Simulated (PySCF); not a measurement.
A structure optimised at PBE0-D3(BJ)/def2-TZVP, used in a PySCF frequency run:

```xyz
6

C     -0.7231     0.0781     0.0000
N      0.6518    -0.0952     0.0000
H     -1.2397    -0.1162    -0.9302
H     -1.2397    -0.1162     0.9302
H      1.1277     0.2151     0.8326
H      1.1277     0.2151    -0.8326
```
Charge 0, spin multiplicity 2.

Problem. Write its SMILES, formula and point group.

Solution. [CH2]N, CH4N, Cs

Problem. What are its rotational constants (standard atomic weights)?

Solution. 147.43, 27.749, 23.988 GHz
